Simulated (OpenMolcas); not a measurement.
An OpenMolcas run meant for Al2+ (ANO-R3, X2C; inactive shells 1s 2s 2p; intended active space 1 electron in 8 orbitals (3s 3p 4s 4p)). One step of its input:

```
&CASPT2
Multistate=1 1
Frozen=1 0
IPEA=0.25
Imaginary=5.0
MaxIter=60
WThr=0.0 0.3 0.05
PrWF=0.5
NoMix
```

The run finished. Its levels beside those of a sound run (SS-CASPT2, IPEA 0.25 Eh, imaginary shift 0.1 Eh (closed shells correlated: 2s 2p)), in cm-1 above each run's lowest level:

```csv
Level,This run,Usual run
3s 2S 1/2,0.0,0.0
3p 2P* 1/2,53659,53732
3p 2P* 3/2,53852,53925
```

Problem. Which setting is unsound, and how much does it matter here?

Solution. The level shift is far above the usual 0.1 to 0.3 hartree and damps the second-order energy. Against the sound run the excited levels shown move by 73 cm-1 on average and by 73 cm-1 at most.

With one active electron outside closed inactive shells, the extra shells (4p 4s) add no correlation to the reference. With one active electron, CASPT2 adds the correlation within the correlated inactive shells and between them and that electron, and leaves the splitting within a term as the reference gives it. Levels of configurations outside the active space are missing.

* marks odd parity.
